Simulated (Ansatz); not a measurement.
`CO[SiH](O)[SiH3]` → `CO[SiH3]` + `O[SiH]` at 600 K and 1 bar (silylene formation by 1,1-elimination).

Calculated with Ansatz (gas phase, PBE0-D4/def2-TZVP geometries, no zero-point term in ΔE). CBS: MP2 limit from def2 TZ/QZ plus the TZ coupled-cluster correction, frozen cores. This one scheme is used for every species. Each species was taken in one conformer, which may not be the lowest.

```tsv
species	CCSD(T)/CBS energy (Eh)	H − E (kJ/mol)	S (J/(mol·K))
`CO[SiH](O)[SiH3]`	-771.44542	315.0	505.1
`CO[SiH3]`	-405.93001	222.4	366.2
`O[SiH]`	-365.43832	81.5	278.0
```

H − E and S are ideal-gas, rigid-rotor, harmonic terms from PBE0-D4/def2-TZVP, for one conformer and one mirror image of each species. 1 Eh = 2625.50 kJ/mol, R = 8.31446 J/(mol·K).

Q: By hand: ΔE, ΔH, ΔS and ΔG.

A: ΔE = (-405.93001) + (-365.43832) − (-771.44542) = 0.07709 Eh = 202.4 kJ/mol. Δ(H − E) = 222.4 + 81.5 − 315.0 = -11.1, so ΔH = 191.3 kJ/mol. ΔS = 366.2 + 278.0 − 505.1 = 139.1 J/(mol·K). ΔG = 191.3 − 600 × (139.1)/1000 = 107.8 kJ/mol.

Q: By hand: the equilibrium constant, and the temperature at which ΔG would vanish if ΔH and ΔS stayed fixed.

A: log₁₀ K = −ΔG/(RT ln 10) = -9.4. ΔG = 0 at ΔH/ΔS = 1375 K.

The number of gas molecules changes by +1, which sets the sign of ΔS. A doubt of 5 kJ/mol in ΔE shifts log₁₀ K by 0.4 here. Other conformers and mirror images would add mixing entropy, several J/(mol·K) or more a flexible species. These are equilibria of isolated gas molecules and say nothing of rates. Largest T1 diagnostic: 0.016 (customary marks: 0.02 for closed shells, 0.045 for open ones).
